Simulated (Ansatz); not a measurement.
Ideal-gas functions of `[CH2]1[NH][GeH2]1` at 500 K and 1 bar, from an Ansatz frequency run at PBE0-D4/def2-TZVP.

Molar mass 103.67 g/mol, point group C1 (symmetry number 1), electronic degeneracy 1, moments of inertia 24.238, 75.449, 88.119 u Å². Harmonic wavenumbers (cm⁻¹, unscaled): 426, 466, 546, 604, 629, 788, 813, 848, 997, 1017, 1079, 1272, 1465, 2195, 2215, 3103, 3186, 3554.

Use S(trans) = R[1.5 ln M + 2.5 ln T − 1.1517]; rotational temperatures θ = 24.2544 K / I; S(rot) = R[ln(√π/σ · √(T³/θAθBθC)) + 1.5]; for each mode x = 1.438777 ν̃/T, S = R[x/(eˣ − 1) − ln(1 − e⁻ˣ)] and H = RT x/(eˣ − 1); 1 cm⁻¹ = 0.0119627 kJ/mol; R = 8.31446 J/(mol·K).

**Question.** By hand: the entropy, in J/(mol·K).

**Answer.** Translation 177.5. Rotation: θ = 1.0007, 0.3215, 0.2752 K, giving 104.8. Vibration, mode by mode: 7.12, 6.47, 5.36, 4.69, 4.43, 3.09, 2.92, 2.69, 1.92, 1.84, 1.59, 1.02, 0.65, 0.11, 0.10, 0.01, 0.01, 0.00, in all 44.0. Electronic 0.0. Sum 326.3 J/(mol·K).

**Question.** By hand: H − E and G − E in kJ/mol, counted from the electronic energy.

**Answer.** Zero-point energy ½ × 25203 × 0.0119627 = 150.7; thermal vibration 14.7; translation, rotation and pV give 4 RT = 16.6. H − E = 182.0 kJ/mol, and G − E = 182.0 − 500 × 326.3/1000 = 18.8 kJ/mol.

Vibration gives 13 % of the entropy. The sum counts one conformer and one mirror image; others add a mixing term.
